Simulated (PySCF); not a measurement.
Compound: C₆H₆ClS₂ (charge +1).
Structure used (PBE0-D3(BJ)/def2-SVP), in Å, numbered top down from 1:
```
atom  x, y, z in Å
Cl1    4.1188    0.7274   -1.4671
C2     2.7333   -0.0087   -0.8794
S3     2.6679   -1.6613   -0.5487
C4     1.0386   -1.6682   -0.0269
C5     0.3622   -0.4807   -0.0344
C6    -1.0259   -0.2765    0.3829
C7    -1.4094    0.9232    1.2319
C8    -1.8598    0.8545   -0.1789
S9     1.3098    0.8674   -0.5987
H10    0.6102   -2.6214    0.2907
H11   -1.5381   -1.2184    0.5966
H12   -2.1326    0.7392    2.0299
H13   -0.6150    1.6261    1.5020
H14   -2.9068    0.6272   -0.3928
H15   -1.3923    1.5151   -0.9169
```

Computed with PySCF at wB97X-D/def2-SVPD, non-relativistic, on one gas-phase PBE0-D3(BJ)/def2-SVP geometry that isn't relaxed in the solvent. The solvent is an IEF-PCM continuum (van der Waals radii × 1.2). Specific hydrogen bonds and non-electrostatic terms are outside this model.

Gas phase at wB97X-D/def2-SVPD: HOMO -13.49 eV, LUMO -5.85 eV.

**Question.** What does the continuum do to the energy and the frontier levels at wB97X-D/def2-SVPD in chloroform and dichloromethane?

**Answer.** 
```
        solvent      ε  E(solvent) − E(gas) (kcal/mol)  polarisation term (kcal/mol)  distortion of the solute (kcal/mol)  HOMO (eV)  LUMO (eV)
     chloroform  4.711                          -39.13                        -39.57                                 0.44     -10.36      -2.64
dichloromethane   8.93                          -44.22                        -44.85                                 0.63      -9.96      -2.23
```

The polarisation term is half the interaction of the solute with the surface charges that it induces; the rest is the cost of distorting the solute's density. The sum is the electrostatic part of solvation alone. From chloroform to dichloromethane the lowering changes by a factor 1.13, Born's factor 1 − 1/ε by 1.13 and ε itself by 1.9.

**Question.** Which radius a makes Born's formula ΔE = −(q²/2a)(1 − 1/ε) give the value in dichloromethane?

**Answer.** a = q²(1 − 1/ε)/(2|ΔE|) = 3.33 Å, with q = +1 e and |ΔE| = 0.0705 Eh; the farthest nucleus lies 4.46 Å from the centroid of the nuclei. The formula assumes a point charge at the centre of a sphere.

**Question.** How does the static polarisability (wB97X-D/def2-SVPD, frozen core, with the continuum's full static response) change?

**Answer.** 
```
         medium  isotropic (au)  principal values (au)  ⟨r²⟩ of the electrons (bohr²)
            gas           113.7     73.2, 111.2, 156.7                         2019.4
     chloroform           145.5     92.8, 147.4, 196.4                         2021.8
dichloromethane           153.0     98.4, 156.3, 204.4                         2022.3
```

The isotropic value in dichloromethane is 1.35 times the gas-phase one; no cavity-field correction is applied. ⟨r²⟩ is taken about the centre of nuclear charge.

The pairwise dispersion term of wB97X-D wasn't added to the energies; at a given geometry it leaves orbitals and properties as they are.
